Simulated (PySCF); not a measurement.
# One molecule, many functionals

Compound: C₂H₃F₃Se.
SMILES: `FC(F)(F)C[SeH]`

Linear-response calculations in the def2-SVPD basis (PySCF; singlets by full response, triplets Tamm–Dancoff, core orbitals frozen in the response; HF means time-dependent Hartree–Fock). 'Strongest' is the level of largest summed f among the singlets computed (10 roots, of which the last may lack a degenerate partner); it can jump between rows when another state enters that window. S1 is the lowest singlet of each run and needn't be the same state throughout; f(S1) is that of one state. Geometry: PBE0-D3(BJ)/def2-SVP, one conformer, isolated molecule. The LDA/def2-SVPD calculation is non-relativistic and has no spin–orbit coupling, an omission that weighs most on selenium.

```tsv
functional	kind	S1 (eV)	f(S1)	strongest (eV)	T1 (eV)	HOMO (eV)	gap (eV)	ionisation energy, ΔSCF (eV)
LDA	LDA	4.78	0.001	7.95	4.38	-6.09	4.57	9.66
PBE	GGA	4.76	0.001	7.90	4.30	-5.94	4.59	9.41
B3LYP	global hybrid, 20% exact exchange	4.88	0.001	8.38	4.42	-6.92	6.15	9.59
PBE0	global hybrid, 25% exact exchange	5.00	0.001	8.53	4.47	-7.15	6.65	9.52
BHandHLYP	global hybrid, 50% exact exchange	5.09	0.001	8.86	4.57	-8.22	8.46	9.51
CAM-B3LYP	range-separated hybrid	4.96	0.001	8.63	4.47	-8.48	8.87	9.63
wB97X-D	range-separated hybrid	5.03	0.000	8.83	4.58	-9.01	10.19	9.58
LC-wPBE	range-separated hybrid	5.12	0.000	9.19	4.55	-9.85	11.28	9.61
HF	Hartree–Fock	5.35	0.001	9.53	4.70	-9.85	11.59	not settled
```

S1 runs from 4.76 eV (PBE) to 5.35 eV (HF), a spread of 0.59 eV, while the orbital gap spreads over 7.0 eV. Along PBE (0%), B3LYP (20%), PBE0 (25%), BHandHLYP (50%), HF (100%) S1 rises with the share of exact exchange. −ε(HOMO) comes closest to its own ΔSCF ionisation energy with LC-wPBE (+0.24 eV) and misses most with LDA (-3.57 eV). 'Not settled' means that the ion's SCF failed to converge or may have ended in another state than the lowest.
